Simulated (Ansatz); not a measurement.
System: SnOFH, charge 0, singlet. SnOFH (SMILES [OH][Sn][F]).
B3LYP-D3(BJ)/def2-TZVP minimum from Ansatz (an electronic-structure program):
```
O
H 1 0.9657
Sn 1 1.9800 2 114.64
F 3 1.9665 1 95.04 2 0.00
```

Quantity: atomisation energy (electronic, to ground-state atoms), in kJ/mol. Radicals and triplets start from unrestricted determinants; spin-orbit coupling is neglected. Correlated methods leave the cores frozen (noble-gas shells, and filled d and f shells in the p block). Past Kr the def2 sets carry scalar-relativistic core potentials. CBS(X,Y): correlation extrapolated as X^-3, Hartree-Fock from the larger set. A bracket is a step between two methods taken in the basis named. Where a partner has so few electrons that a lower coupled-cluster level is exact, that level stands in. Spin-orbit terms, left out, reach several kcal/mol for Br and I, and more for heavier atoms.

CCSD(T)/CBS(def2-TZVPP,def2-QZVPP) + [CCSDT(Q) - CCSD(T)]/def2-TZVPP (Ansatz) gives 1373.7 kJ/mol.

Q: What does PBE/def2-TZVPD (Ansatz) give here, and how do the other levels compare?

A: PBE gives 1400.1 kJ/mol, 26.4 kJ/mol above it. Differences of the others: B3LYP/def2-TZVPD (Ansatz) -30.9; wB97M-V/def2-TZVPD (Ansatz) -21.4; B2PLYP/def2-TZVPD (Ansatz) -26.0; CCSD(T)/CBS(def2-TZVPP,def2-QZVPP) (Ansatz) -1.1 kJ/mol.
